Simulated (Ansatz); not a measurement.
Reaction (substitution at a C–C bond): `N=C(O)CCO` + `[AsH3]` → `OCC[AsH2]` + `N=CO`

Gas-phase electronic energies from Ansatz, PBE0-D4/def2-TZVP geometries. CCSD(T)/CBS is the MP2 limit (def2-TZVPP, def2-QZVPP) plus CCSD(T) − MP2 in def2-TZVPP, frozen cores. This one scheme is used for every species. For As outer-core shells are correlated without core-valence functions, which leaves a few kJ/mol of doubt a bond. Scalar relativity is left out up to krypton. One conformer a species, not always the lowest.

`N=C(O)CCO`:

```xyz
13

N     0.623    1.062   -0.956
C     0.940    0.308    0.010
O     2.155    0.207    0.589
C    -0.053   -0.595    0.670
C    -1.361   -0.711   -0.096
O    -2.028    0.515   -0.221
H     1.393    1.628   -1.304
H     2.765    0.827    0.175
H    -0.239   -0.202    1.676
H     0.409   -1.578    0.800
H    -2.029   -1.387    0.444
H    -1.162   -1.158   -1.080
H    -1.412    1.085   -0.706
```

`[AsH3]`:

Cartesian coordinates in Å:
```
As -0.268 0.109 0.566
H 1.085 0.666 0.147
H 0.083 -1.278 0.047
H -0.900 0.503 -0.761
```

`OCC[AsH2]`:

```xyz
11

O     0.071   -1.605   -0.218
C     0.752   -0.474    0.284
C     0.335    0.738   -0.512
As   -1.562    1.284   -0.368
H     0.292   -2.363    0.326
H     1.840   -0.610    0.190
H     0.526   -0.315    1.348
H     0.534    0.572   -1.574
H     0.927    1.603   -0.204
H    -1.582    1.292    1.158
H    -2.133   -0.123   -0.428
```

`N=CO`:

Cartesian coordinates in Å:
```
N 0.115 -0.986 0.302
C 0.183 0.245 0.050
O -0.757 0.879 -0.657
H 0.912 -1.295 0.847
H 0.969 0.941 0.350
H -1.422 0.215 -0.892
```

```json
{"level": "HF/def2-QZVPP", "ΔE (kJ/mol)": "19.2"}
{"level": "CCSD/CBS(def2)", "ΔE (kJ/mol)": "17.7"}
```

(1) What does CCSD(T)/CBS give? (Estimate.)

Largest T1 diagnostic among the species: 0.014.

Results:

(1) The calculation gave: +18.4 kJ/mol. The listed levels differ from it by 0.8, -0.7 kJ/mol.
